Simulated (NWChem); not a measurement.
Molecule: CH₂NO, doublet; SMILES [NH]C=O

```xyz
5

N      0.1862    -1.1364    -0.0264
C     -0.4472     0.0356     0.0288
O      0.2369     1.0876    -0.0144
H      1.1755    -1.0713     0.2778
H     -1.5611     0.0510    -0.0381
```
Atoms are numbered in this order, from 1.

Program: NWChem. Spin-unrestricted. Spin-contaminated determinants: UHF/cc-pVTZ (<S²> = 0.98). The geometry was optimised at PBE-D3(BJ)/def2-SVP, spin-unrestricted. No stability test was run on the SCF state. Vzz is the largest principal value of the second derivative of the potential at the nucleus (NWChem prints the opposite sign); η is the asymmetry. Non-relativistic.

### Question
Estimate the computed values for UHF/cc-pVTZ. Quantities: Vzz N1 (a.u.); η N1; Vzz O3 (a.u.); η O3.

### Answer
```yaml
Vzz N1 (a.u.): -1.183
"η N1": 0.57
Vzz O3 (a.u.): -2.428
"η O3": 0.69
```
